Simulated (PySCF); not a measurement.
Si(I)2(Me)(OH) (CH₄I₂OSi), SMILES C[Si](O)(I)I. Geometry optimised at B3LYP-D3(BJ)/def2-SVP. The structure was generated by enumeration, and PubChem lists no compound with its InChIKey, so it may never have been made. The def2 effective core potentials stand for the cores of I; spin–orbit coupling is left out. Other conformers were not sampled.

### Question
Give the equilibrium geometry at B3LYP-D3(BJ)/def2-SVP (PySCF confirms it by a frequency run) as Cartesian coordinates in Å, and its point group. (The exact figures need the calculation; the answer reports its results.)

### Answer
This is not unique; one that fits is point group Cs.
```xyz
9

C      1.3014     2.1984     0.0000
Si    -0.0945     0.9746     0.0000
O     -1.5175     1.8168     0.0000
I      0.0308    -0.4719    -2.0080
I      0.0308    -0.4719     2.0080
H      1.2340     2.8327     0.8976
H      2.2686     1.6759     0.0000
H      1.2340     2.8327    -0.8976
H     -2.3415     1.3130     0.0000
```
